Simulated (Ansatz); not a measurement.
One change: `[SH][SbH2]` becomes `[NH2][SbH][SH]`.

Ansatz, PBE0-D4/def2-TZVP geometries, multiplicity 1. Each molecule was computed in one conformer, which needn't be the lowest.

Elements past krypton have def2 core potentials.

```
                                          property  `[SH][SbH2]`
               HOMO energy (B3LYP/def2-TZVPP) / eV         -7.03
size of the dipole moment (ωB97M-V/def2-TZVPP) / D          1.65
                 LUMO energy (PBE/def2-TZVPP) / eV         -1.98
               LUMO energy (B3LYP/def2-TZVPP) / eV         -1.44
                HOMO energy (PBE0/def2-TZVPP) / eV         -7.29
               HOMO–LUMO gap (PBE/def2-TZVPP) / eV          4.08
```

Problem. What does the change do to each property? (An estimate is asked.)

Solution. Computed: 
```json
{"property": "HOMO energy (B3LYP/def2-TZVPP) / eV", "`[NH2][SbH][SH]`": "-6.82", "shift": "0.21"}
{"property": "size of the dipole moment (ωB97M-V/def2-TZVPP) / D", "`[NH2][SbH][SH]`": "2.27", "shift": "0.62"}
{"property": "LUMO energy (PBE/def2-TZVPP) / eV", "`[NH2][SbH][SH]`": "-1.56", "shift": "0.42"}
{"property": "LUMO energy (B3LYP/def2-TZVPP) / eV", "`[NH2][SbH][SH]`": "-1.05", "shift": "0.39"}
{"property": "HOMO energy (PBE0/def2-TZVPP) / eV", "`[NH2][SbH][SH]`": "-7.05", "shift": "0.24"}
{"property": "HOMO–LUMO gap (PBE/def2-TZVPP) / eV", "`[NH2][SbH][SH]`": "4.34", "shift": "0.26"}
```

With PBE0 the HOMO rises by 0.24 eV and the LUMO rises by 0.39 eV, so the gap widens by about 0.15 eV. PBE moves the HOMO by 0.16 eV and ωB97M-V by 0.31 eV. The zero-point energy changes by 49.5 kJ/mol with +6 modes. Dipoles are sizes alone; their direction can turn.

B3LYP here is the variant with VWN-RPA as its local correlation; programs differ in this.

Spin–orbit coupling is left out; it splits and shifts lone-pair levels of the heavy atoms by tenths of an eV.
